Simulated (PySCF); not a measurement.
**Electrostatic potential from atomic charges**

Species: `C#C[P@@](C)(=N[SiH3])C(F)(F)F`. Coordinates (GFN2-xTB, Å) and charges (e) from the PBE0/pcSseg-1 density (PySCF):

| atom | x | y | z | Mulliken | IAO | Hirshfeld | ESP-fitted |
| --- | --- | --- | --- | --- | --- | --- | --- |
| C1 | 1.433 | 0.230 | 2.582 | -0.2993 | -0.1370 | -0.0433 | -0.2064 |
| C2 | 0.828 | 0.327 | 1.546 | -0.0265 | -0.3523 | -0.1127 | -0.2465 |
| P3 | -0.125 | 0.192 | 0.054 | +0.7813 | +1.3636 | +0.3981 | +0.8420 |
| C4 | 0.693 | 1.349 | -1.107 | -0.4279 | -0.6825 | -0.1548 | -0.6835 |
| N5 | -0.673 | -1.181 | -0.391 | -0.7712 | -1.0261 | -0.3834 | -0.7294 |
| Si6 | 0.105 | -2.576 | -1.057 | +0.6277 | +0.7485 | +0.3215 | +0.5808 |
| C7 | -1.629 | 1.195 | 0.565 | +0.6656 | +0.5945 | +0.2118 | +0.3480 |
| F8 | -1.287 | 2.399 | 1.058 | -0.2727 | -0.2862 | -0.0962 | -0.1647 |
| F9 | -2.361 | 0.585 | 1.494 | -0.2458 | -0.2607 | -0.0818 | -0.1378 |
| F10 | -2.422 | 1.426 | -0.489 | -0.2625 | -0.2733 | -0.0872 | -0.1485 |
| H11 | 1.976 | 0.209 | 3.483 | +0.0707 | +0.2155 | +0.1120 | +0.2873 |
| H12 | 1.669 | 0.941 | -1.370 | +0.1679 | +0.1762 | +0.0614 | +0.2276 |
| H13 | 0.080 | 1.415 | -2.007 | +0.1745 | +0.1813 | +0.0620 | +0.2081 |
| H14 | 0.817 | 2.335 | -0.661 | +0.1681 | +0.1814 | +0.0563 | +0.1974 |
| H15 | 1.171 | -3.052 | -0.170 | -0.1185 | -0.1539 | -0.0914 | -0.1274 |
| H16 | -0.990 | -3.528 | -1.182 | -0.1051 | -0.1293 | -0.0786 | -0.1034 |
| H17 | 0.708 | -2.255 | -2.358 | -0.1264 | -0.1594 | -0.0936 | -0.1436 |

Points outside the species (Å): A (0.1, 5.2, -1.4); B (-4.9, -0.9, -1.3); C (-4.4, 4.9, 1.8).

Task: Find the potential V = 14.3996 V·Å × Σ q/r of each set of charges at these points.

Result: In volts:

```
point  nearest atom  distance (Å)  Mulliken     IAO  Hirshfeld  ESP-fitted
    A           H14          3.04    +0.419  +0.196     +0.170      +0.194
    B           F10          3.49    -0.342  -0.520     -0.235      -0.410
    C            F8          4.06    -0.186  -0.276     -0.051      -0.156
```

Task: How far are the other sets from the ESP-fitted one at these points?

Result: Root-mean-square difference: IAO 0.094 V, Hirshfeld 0.118 V, Mulliken 0.137 V. The ESP scheme fits charges at the nuclei, held to the total charge, to the electrostatic potential on points at 1.4 to 2.0 times the van der Waals radii.

Task: What energy would a point charge of +3 e have at B in the field of the ESP charges, leaving out polarisation?

Result: -1.230 eV = -118.6 kJ/mol, an attraction.

Geometry: GFN2-xTB; no solvent, vibrations or thermal averaging.

The values belong to the conformer `[CH:1]#[C:2][P@@:3]([CH3:4])(=[N:5][SiH3:6])[C:7]([F:8])([F:9])[F:10]`: C2–P3–C7–F8 51°.
